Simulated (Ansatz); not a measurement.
ZnBr2⁻. Total charge -1; doublet. Geometry PBE-D4/def2-TZVPD.

```xyz
3

Zn    0.445    1.593   -0.948
Br   -1.558   -0.277    0.723
Br    1.113   -1.316    0.225
```

In the doublet, Br2 and Br3 lie 2.91 Å apart (atoms count from 1), so these atoms are partly bonded to each other. Another isomer (doublet) lies 1.95 eV lower at PBE0-D4/def2-TZVPD; other spin states weren't run for this one.

**Question.** Estimate the α-spin orbital energies around the gap (eV) in Ansatz with HF/def2-TZVPD, PBE-D4/def2-TZVPD, revPBE-D4/def2-TZVPD, r2SCAN-D4/def2-TZVPD, PBE0-D4/def2-TZVPD.

**Answer.** 
| orbital | HF/def2-TZVPD | PBE-D4/def2-TZVPD | revPBE-D4/def2-TZVPD | r2SCAN-D4/def2-TZVPD | PBE0-D4/def2-TZVPD |
| --- | --- | --- | --- | --- | --- |
| HOMO−5 | -7.60 | -3.14 | -3.07 | -3.46 | -4.43 |
| HOMO−4 | -7.17 | -2.64 | -2.59 | -2.99 | -3.96 |
| HOMO−3 | -6.38 | -2.07 | -2.02 | -2.40 | -3.32 |
| HOMO−2 | -6.25 | -1.93 | -1.88 | -2.26 | -3.19 |
| HOMO−1 | -5.79 | -1.35 | -1.32 | -1.73 | -2.60 |
| HOMO | -3.12 | -0.95 | -0.88 | -1.14 | -1.70 |
| LUMO | 3.92 | 2.53 | 2.53 | 2.91 | 2.94 |
| LUMO+1 | 3.97 | 2.63 | 2.62 | 3.11 | 3.01 |
| LUMO+2 | 3.98 | 2.65 | 2.62 | 3.40 | 3.02 |
| LUMO+3 | 4.71 | 3.51 | 3.42 | 4.11 | 3.87 |
| LUMO+4 | 4.86 | 3.58 | 3.51 | 4.28 | 3.96 |
| LUMO+5 | 5.61 | 4.05 | 4.01 | 4.63 | 4.50 |
| β HOMO | -3.06 | -0.91 | -0.83 | -1.10 | -1.66 |
| β LUMO | 3.38 | -0.51 | -0.43 | -0.44 | 0.28 |
